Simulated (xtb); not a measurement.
ammonia borane (H₆BN), singlet, geometry from GFN2-xTB; GFN0-xTB in xtb.

Input for xtb:
```
$ xtb mol.xyz --gfn 0 --etemp 10000 --json

# file mol.xyz
8

B     -0.91491923     0.11210003    -0.01661920
N      0.73087909    -0.08955061     0.01327617
H     -1.31399349    -0.64168266    -0.84737361
H     -1.09154966     1.25500958    -0.29974635
H     -1.29004994    -0.16052617     1.07999077
H      0.93390981    -1.05286399     0.25124010
H      1.12008257     0.53455889     0.70957279
H      1.10004319     0.13185843    -0.90352092
```

What does xtb print? Leave out banner, timings and long lists.


```
   ID    Z sym.   atoms
    1    5 B      1
    2    7 N      2
    3    1 H      3-8

           -------------------------------------------------
          |                Calculation Setup                |
           -------------------------------------------------

           -------------------------------------------------
          |                 G F N 0 - x T B                 |
           -------------------------------------------------

          ...................................................
          :                      SETUP                      :
          :.................................................:
          :  # basis functions                  20          :
          :  # atomic orbitals                  20          :
          :  # shells                           16          :
          :  # electrons                        14          :
          :  electronic temp.        10000.0000000     K    :
          :  accuracy                    1.0000000          :
          :  -> integral cutoff          0.2500000E+02      :
          :  -> integral neglect         0.1000000E-07      :
          ...................................................

         :::::::::::::::::::::::::::::::::::::::::::::::::::::
         ::                     SUMMARY                     ::
         :::::::::::::::::::::::::::::::::::::::::::::::::::::
         :: total energy              -7.618348438908 Eh    ::
         :: gradient norm              0.062474634847 Eh/a0 ::
         :: HOMO-LUMO gap              7.354936993495 eV    ::
         ::.................................................::
         :: H0 energy                 -7.639693914870 Eh    ::
         :: repulsion energy           0.102301248292 Eh    ::
         :: electrostat energy        -0.067488730786 Eh    ::
         :: -> Gsolv                   0.000000000000 Eh    ::
         ::    -> Gsasa                0.000000000000 Eh    ::
         ::    -> Gshift               0.000000000000 Eh    ::
         :: dispersion energy         -0.000928501537 Eh    ::
         :: short-range corr.         -0.012538540007 Eh    ::
         :: add. restraining           0.000000000000 Eh    ::
         :: total charge               0.000000000000 e     ::
         :::::::::::::::::::::::::::::::::::::::::::::::::::::

           -------------------------------------------------
          |                Property Printout                |
           -------------------------------------------------

    * Orbital Energies and Occupations

         #    Occupation            Energy/Eh            Energy/eV
      -------------------------------------------------------------
         1        2.0000           -0.6983185             -19.0022
         2        1.9990           -0.5659867             -15.4013
         3        1.9990           -0.5659867             -15.4013
         4        1.9984           -0.5506244             -14.9833
         5        1.9877           -0.4867110             -13.2441
         6        1.9824           -0.4752919             -12.9333
         7        1.9824           -0.4752919             -12.9333 (HOMO)
         8        0.0432           -0.2050029              -5.5784 (LUMO)
         9        0.0022           -0.1100299              -2.9941
        10        0.0022           -0.1100299              -2.9941
        11        0.0020           -0.1073568              -2.9213
        12        0.0007           -0.0746676              -2.0318
        13        0.0007           -0.0746676              -2.0318
        14        0.0003           -0.0451239              -1.2279
        15        0.0000            0.1837873               5.0011
        16        0.0000            0.1837873               5.0011
        17        0.0000            0.1952870               5.3140
        18                          0.2737316               7.4486
       ...                                ...                  ...
        20                          0.3463011               9.4233
      -------------------------------------------------------------
                  HL-Gap            0.2702890 Eh            7.3549 eV
             Fermi-level            0.0000000 Eh            0.0000 eV

     #   Z          covCN         q      C6AA      α(0)
     1   5 B        3.596    -0.159    39.918    10.189
     2   7 N        3.383    -1.227    63.700    11.951
     3   1 H        0.931     0.109     1.703     2.041
     4   1 H        0.931     0.109     1.703     2.041
     5   1 H        0.931     0.109     1.703     2.041
     6   1 H        0.860     0.353     0.576     1.189
     7   1 H        0.860     0.353     0.576     1.189
     8   1 H        0.860     0.353     0.576     1.189

 Mol. C6AA /au·bohr⁶  :        418.655335
 Mol. C8AA /au·bohr⁸  :       9751.299068
 Mol. α(0) /au        :         31.827160

Wiberg/Mayer (AO) data.
largest (>0.10) Wiberg bond orders for each atom

 ---------------------------------------------------------------------------
     #   Z sym  total        # sym  WBO       # sym  WBO       # sym  WBO
 ---------------------------------------------------------------------------
     1   5 B    3.247 --     3 H    0.858     5 H    0.858     4 H    0.858
                             2 N    0.673
     2   7 N    3.572 --     6 H    0.968     7 H    0.968     8 H    0.968
                             1 B    0.673
     3   1 H    0.852 --     1 B    0.858
     4   1 H    0.852 --     1 B    0.858
     5   1 H    0.852 --     1 B    0.858
     6   1 H    0.969 --     2 N    0.968
     7   1 H    0.969 --     2 N    0.968
     8   1 H    0.969 --     2 N    0.968
 ---------------------------------------------------------------------------

Topologies differ in total number of bonds
Writing topology from bond orders to xtbtopo.mol

 dipole moment from electron density (au)
     X       Y       Z
   2.4335  -0.2982   0.0442  total (Debye):    6.233

           -------------------------------------------------
          | TOTAL ENERGY               -7.618348438908 Eh   |
          | GRADIENT NORM               0.062474634847 Eh/α |
          | HOMO-LUMO GAP               7.354936993495 eV   |
           -------------------------------------------------

normal termination of xtb
```
